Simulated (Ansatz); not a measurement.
Process, species as SMILES: B(=O)F → F atom + [B]=O (B-O)
B3LYP-D3(BJ)/def2-TZVP geometries, fixed; electronic energies without zero-point terms.

The bond dissociation energy at MP2 with Ansatz (a first-principles code), in kcal/mol, split into its Hartree-Fock and correlation parts. Cores are frozen. Open shells are unrestricted. No added dispersion term, no relativity. Functions are those of the species that has most.

```csv
basis,X,functions,Hartree-Fock,MP2
aug-cc-pVDZ,2,69,114.85,157.28
aug-cc-pVTZ,3,138,121.28,167.76
aug-cc-pVQZ,4,240,121.43,169.87
```

Worked estimate of the basis-set limit from each neighbouring pair, with Hartree-Fock from the larger set and the correlation part extrapolated as X^-3.
Correlation parts: X = 2: 42.43, X = 3: 46.48, X = 4: 48.44.
- (2,3): (27·(46.48) - 8·(42.43))/19 = 48.19; with Hartree-Fock 121.28 the estimate is 169.47 kcal/mol.
- (3,4): (64·(48.44) - 27·(46.48))/37 = 49.87; with Hartree-Fock 121.43 the estimate is 171.30 kcal/mol.
The last two estimates differ by 1.84 kcal/mol; the largest set lies 1.43 from the last. Over the last step Hartree-Fock moves by 0.15 and the correlation part by 1.96.
